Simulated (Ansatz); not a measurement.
Species: C4H7ClSi, SMILES `C=C/C(Cl)=C\[SiH3]` (C–C–C–Cl torsion 0°) (charge 0, multiplicity 1), formula C4H7ClSi.

Question: How many basis functions does frozen-core CCSD(T)/cc-pVTZ // CAM-B3LYP-D3(BJ)/def2-TZVP run with Ansatz (a program for electronic structure) use, how many core orbitals are frozen, and how many electrons are correlated?

Answer: 286 basis functions and 14 frozen orbitals, which leaves 34 correlated electrons. Core time is of the order of minutes.
